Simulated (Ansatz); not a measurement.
CH₆NOSi, SMILES `C[N][SiH2]O` radical. Total charge 0; spin multiplicity 2. Geometry: relaxed with PBE0-D4/def2-TZVP. It is one conformer, not always the lowest.

```xyz
10

C     0.047    0.748   -1.490
N     0.543   -0.116   -0.480
Si   -0.253   -0.369    1.038
O     0.788   -1.048    2.106
H    -0.348    1.702   -1.111
H    -0.801    0.254   -1.994
H     0.799    0.947   -2.259
H    -0.719    0.888    1.680
H    -1.411   -1.262    0.739
H     1.355   -1.745    1.771
```

(1) What is the dipole moment at ωB97M-V/def2-TZVPP? (Best estimate.)

(2) And with PBE, r2SCAN, B3LYP? (An estimate is asked.)

(3) Give the Mulliken charges with ωB97M-V, PBE, r2SCAN in def2-TZVPP. (Best estimate.)

Answers

(1) The calculation gave: 1.54 D, with components (-0.48, 0.10, -1.46) D in this frame, pointing from negative to positive charge.

(2) The calculation gave: PBE 1.51 D, r2SCAN 1.50 D, B3LYP 1.55 D.

(3) Ansatz gave: 
| atom | ωB97M-V | PBE | r2SCAN |
| --- | --- | --- | --- |
| C1 | -0.23 | -0.17 | -0.02 |
| N2 | -0.32 | -0.27 | -0.35 |
| Si3 | 0.50 | 0.48 | 0.60 |
| O4 | -0.39 | -0.36 | -0.42 |
| H5 | 0.12 | 0.10 | 0.06 |
| H6 | 0.13 | 0.11 | 0.08 |
| H7 | 0.12 | 0.10 | 0.06 |
| H8 | -0.05 | -0.08 | -0.10 |
| H9 | -0.06 | -0.09 | -0.11 |
| H10 | 0.18 | 0.19 | 0.20 |

B3LYP here is the variant with VWN-RPA as its local correlation; programs differ in this.
